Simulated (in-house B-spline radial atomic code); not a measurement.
## Au IV (Au3+): [Ar] 3d10 4s2 (4p1/2)1 (4p3/2)4 4d10 4f14 5s2 5p6 5d9 (with a hole in an inner shell)

Computed with a B-spline radial code for spherical atoms: Dirac-Kohn-Sham LDA VWN5, spherical fractional occupations, Fermi nucleus of rms radius 5.4371 fm.

Effective charges: Z_r = [3n² - l(l+1)]/(2<r>) from the radius, Z_e = n√(-2ε) from the energy, and Slater's rules. Values are occupation-weighted means over j. An effective charge above Z reflects the relativistic contraction of the inner shells.

```json
{"shell": "1s", "electrons": "2", "ε (eV)": "-80613", "<r> (bohr)": "0.01688", "Z_r": "88.85", "Z_e": "76.97", "Slater": "78.70"}
{"shell": "2s", "electrons": "2", "ε (eV)": "-14264", "<r> (bohr)": "0.0705", "Z_r": "85.10", "Z_e": "64.76", "Slater": "74.85"}
{"shell": "2p", "electrons": "6", "ε (eV)": "-12468", "<r> (bohr)": "0.06369", "Z_r": "78.51", "Z_e": "60.54", "Slater": "74.85"}
{"shell": "3s", "electrons": "2", "ε (eV)": "-3408.4", "<r> (bohr)": "0.1834", "Z_r": "73.61", "Z_e": "47.48", "Slater": "67.75"}
{"shell": "3p", "electrons": "6", "ε (eV)": "-2878.9", "<r> (bohr)": "0.1841", "Z_r": "67.91", "Z_e": "43.64", "Slater": "67.75"}
{"shell": "3d", "electrons": "10", "ε (eV)": "-2257", "<r> (bohr)": "0.1676", "Z_r": "62.63", "Z_e": "38.64", "Slater": "57.85"}
{"shell": "4s", "electrons": "2", "ε (eV)": "-779.22", "<r> (bohr)": "0.4061", "Z_r": "59.11", "Z_e": "30.27", "Slater": "51.60"}
{"shell": "4p", "electrons": "5", "ε (eV)": "-589.61", "<r> (bohr)": "0.4351", "Z_r": "52.87", "Z_e": "26.33", "Slater": "51.60"}
{"shell": "4d", "electrons": "10", "ε (eV)": "-376.18", "<r> (bohr)": "0.4555", "Z_r": "46.10", "Z_e": "21.03", "Slater": "40.85"}
{"shell": "5s", "electrons": "2", "ε (eV)": "-149.57", "<r> (bohr)": "0.9115", "Z_r": "41.14", "Z_e": "16.58", "Slater": "22.20"}
{"shell": "4f", "electrons": "14", "ε (eV)": "-131.5", "<r> (bohr)": "0.4878", "Z_r": "36.90", "Z_e": "12.44", "Slater": "29.45"}
{"shell": "5p", "electrons": "6", "ε (eV)": "-100.66", "<r> (bohr)": "1.04", "Z_r": "35.08", "Z_e": "13.60", "Slater": "22.20"}
{"shell": "5d", "electrons": "9", "ε (eV)": "-42.698", "<r> (bohr)": "1.396", "Z_r": "24.72", "Z_e": "8.86", "Slater": "9.20"}
```

The least bound orbital is 5d5/2 at -41.89 eV, and it is also the most diffuse (<r> = 1.413 bohr). The part-filled 4p shell lies below the filled 5p shell in orbital energy.

For the 1s electron the small component carries 8.99 % of the norm, the zero-frequency Breit interaction raises the level by 301.7 eV, self-energy by 193.4 eV, and vacuum polarisation lowers it by 39.44 eV.
